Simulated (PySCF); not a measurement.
## Charge on either side of a bond

C7H15P.
Atom-mapped SMILES: `[CH2:1]=[CH:2][PH:3][CH2:4][C:5]([CH3:6])([CH3:7])[CH3:8]` (hydrogens: H9, H10 on C1; H11 on C2; H12 on P3; H13, H14 on C4; H15, H16, H17 on C6; H18, H19, H20 on C7; H21, H22, H23 on C8)

Structure used (GFN2-xTB), in Å, numbered top down from 1:
```
atom  x, y, z in Å
C1     3.9256   -0.7456   -0.2412
C2     2.9739    0.1195    0.0719
P3     1.4315    0.3588   -0.8543
C4     0.2660   -0.0260    0.5538
C5    -1.2143    0.1647    0.2019
C6    -1.4847    1.6404   -0.0877
C7    -2.0648   -0.2874    1.3929
C8    -1.5714   -0.6697   -1.0275
H9     3.8178   -1.4325   -1.0657
H10    4.8516   -0.8027    0.3092
H11    3.1143    0.8194    0.8890
H12    1.4298   -0.9174   -1.4311
H13    0.5338    0.6547    1.3694
H14    0.4510   -1.0481    0.8970
H15   -1.3026    2.2443    0.7987
H16   -2.5167    1.7873   -0.3982
H17   -0.8300    1.9909   -0.8841
H18   -1.8029    0.2738    2.2877
H19   -3.1203   -0.1265    1.1852
H20   -1.9138   -1.3458    1.5953
H21   -2.6349   -0.5958   -1.2439
H22   -1.0189   -0.3115   -1.8954
H23   -1.3250   -1.7176   -0.8667
```

Atomic charges (e) from the PBE0/pcSseg-1 density (PySCF):

| atom | Mulliken | IAO | Hirshfeld | ESP-fitted |
| --- | --- | --- | --- | --- |
| C1 | -0.1538 | -0.3127 | -0.1038 | -0.4757 |
| C2 | -0.4471 | -0.3289 | -0.0942 | -0.0058 |
| P3 | +0.3243 | +0.3526 | +0.1284 | -0.2433 |
| C4 | -0.3551 | -0.4233 | -0.1091 | -0.2863 |
| C5 | -0.6095 | +0.0624 | +0.0248 | +0.7104 |
| C6 | -0.1457 | -0.4190 | -0.1245 | -0.1232 |
| C7 | -0.1405 | -0.4138 | -0.1182 | -0.7020 |
| C8 | -0.1622 | -0.4164 | -0.1204 | -0.5714 |
| H9 | +0.1145 | +0.1445 | +0.0428 | +0.2093 |
| H10 | +0.1192 | +0.1518 | +0.0464 | +0.1712 |
| H11 | +0.1350 | +0.1506 | +0.0445 | +0.1385 |
| H12 | +0.0397 | -0.0344 | -0.0136 | +0.1243 |
| H13 | +0.1394 | +0.1360 | +0.0374 | +0.1135 |
| H14 | +0.1466 | +0.1360 | +0.0337 | +0.0682 |
| H15 | +0.1033 | +0.1321 | +0.0365 | +0.0279 |
| H16 | +0.1071 | +0.1346 | +0.0385 | +0.0149 |
| H17 | +0.1254 | +0.1411 | +0.0255 | -0.0164 |
| H18 | +0.1063 | +0.1341 | +0.0378 | +0.1292 |
| H19 | +0.1085 | +0.1352 | +0.0389 | +0.1595 |
| H20 | +0.1052 | +0.1338 | +0.0375 | +0.1653 |
| H21 | +0.1117 | +0.1375 | +0.0406 | +0.1291 |
| H22 | +0.1187 | +0.1327 | +0.0328 | +0.1326 |
| H23 | +0.1089 | +0.1335 | +0.0373 | +0.1303 |

Cut each of the bonds C1–C2, C2–P3, P3–C4, C4–C5 and C6–C5 in turn and sum the charges on the side of the atom named first.

In e; the other side holds the opposite charge:

```json
{"bond cut": "C1–C2", "piece": "CH2", "atoms": "3", "Mulliken": "+0.080", "IAO": "-0.016", "Hirshfeld": "-0.015", "ESP-fitted": "-0.095"}
{"bond cut": "C2–P3", "piece": "C2H3", "atoms": "5", "Mulliken": "-0.232", "IAO": "-0.195", "Hirshfeld": "-0.064", "ESP-fitted": "+0.038"}
{"bond cut": "P3–C4", "piece": "C2H4P", "atoms": "7", "Mulliken": "+0.132", "IAO": "+0.124", "Hirshfeld": "+0.050", "ESP-fitted": "-0.081"}
{"bond cut": "C4–C5", "piece": "C3H6P", "atoms": "10", "Mulliken": "+0.063", "IAO": "-0.028", "Hirshfeld": "+0.012", "ESP-fitted": "-0.186"}
{"bond cut": "C6–C5", "piece": "CH3", "atoms": "4", "Mulliken": "+0.190", "IAO": "-0.011", "Hirshfeld": "-0.024", "ESP-fitted": "-0.097"}
```

Extremes among these pieces. Mulliken: lowest C2H3 at C2, highest CH3 at C6; IAO: lowest C2H3 at C2, highest C2H4P at P3; Hirshfeld: lowest C2H3 at C2, highest C2H4P at P3; ESP-fitted: lowest C3H6P at C4, highest C2H3 at C2.

Do the schemes agree better on the pieces than on the single atoms at the cuts?

The spread between schemes averages 0.239 e for the pieces and 0.404 e for the atoms named first; it is smaller for the piece at 5 of the 5 cuts. On average they agree better on the pieces. The sign differs between schemes (beyond ±0.03 e) for CH2 at C1, C2H3 at C2, C2H4P at P3, C3H6P at C4 and CH3 at C6.

Geometry: GFN2-xTB, one conformer, isolated molecule.
